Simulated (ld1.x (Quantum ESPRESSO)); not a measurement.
# Which change was made? (Ar, ultrasoft)

* Element: argon (Ar)
* Generator: ld1.x (Quantum ESPRESSO) 7.5
* Type: ultrasoft
* Functional: Wu–Cohen
* Relativity: scalar-relativistic
* Frozen core: [Ne]
* Valence charge: 8
* Reference configuration: 3s2 3p5 (charge +1)
* Partial waves: 3s (bound): rcut 0.90, rcutus 1.25 bohr; 3s channel at -2.2 Ry: rcut 0.90, rcutus 1.25 bohr; 3p (bound): rcut 0.85, rcutus 1.00 bohr; 3p channel at 2.8 Ry: rcut 0.85, rcutus 1.00 bohr; 3d channel at 0.5 Ry: rcut 0.80, rcutus 1.05 bohr
* Local potential: all-electron potential smoothed inside 1.05 bohr (lloc = -1)
* Core correction: a·sin(br)/r model core inside 0.70 bohr
* Augmentation charge: built from norm-conserving waves at rcut, not smoothed further

Cutoffs, loose and tight: the cutoffs (Ry, on a coarse ladder) from which the occupation-weighted sum of valence levels, in a spherical-Bessel basis at the reference potential, stays within 10 and 1 mRy of its value at 400 Ry. They do not see the model core or the augmentation charge, which bear on the density cutoff. Test errors are all-electron minus pseudo excitation energies from the reference, over the configurations 3s2 3p6; 3s2 3p4; 3s2 3p3; 3s1 3p6; 3s2 3p2; 3s2 3p5.5; variants that change the core or the reference have their own tests. The largest error is taken over the tests solved by every variant that gives reliable tests at all, those not shown here included: 3s1 3p6; 3s2 3p2; 3s2 3p3; 3s2 3p4; 3s2 3p6.

The base gives: outcome: generated; cutoff, loose: 45 Ry; cutoff, tight: 90 Ry; bound ghosts: none; largest test error (meV): +46.

Task: After one change the result is: outcome: generated; cutoff, loose: 45 Ry; cutoff, tight: 80 Ry; bound ghosts: s; largest test error (meV): +56. Which change was it?
A. local potential all-electron potential smoothed inside 1.46 bohr (lloc = -1)
B. local potential all-electron potential smoothed inside 0.60 bohr (lloc = -1)
C. local potential all-electron potential smoothed inside 0.52 bohr (lloc = -1)

Result: B. The others give: local potential all-electron potential smoothed inside 1.46 bohr (lloc = -1) → outcome: generated; cutoff, loose: 50 Ry; cutoff, tight: 90 Ry; bound ghosts: p; largest test error (meV): +41 | local potential all-electron potential smoothed inside 0.52 bohr (lloc = -1) → outcome: generated; cutoff, loose: 45 Ry; cutoff, tight: 160 Ry; bound ghosts: s, p; largest test error (meV): +82.
